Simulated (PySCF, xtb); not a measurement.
H₂IMgN, SMILES [Mg]([I])[NH2].

GFN2-xTB (xtb) at its own geometry gives an orbital gap of 2.18 eV and a dipole moment of 7.12 D.

The structure is a stationary point at PBE0-D3(BJ)/def2-TZVP. The def2 effective core potentials stand for the cores of I; spin–orbit coupling is left out. Other conformers were not sampled.

**Question.** What does PySCF with HF/def2-TZVPD give? (An estimate is asked for; the answer gives what the named calculation found.)

**Answer.** gap 10.58 eV (levels -9.88 and 0.70 eV), dipole 2.08 D.
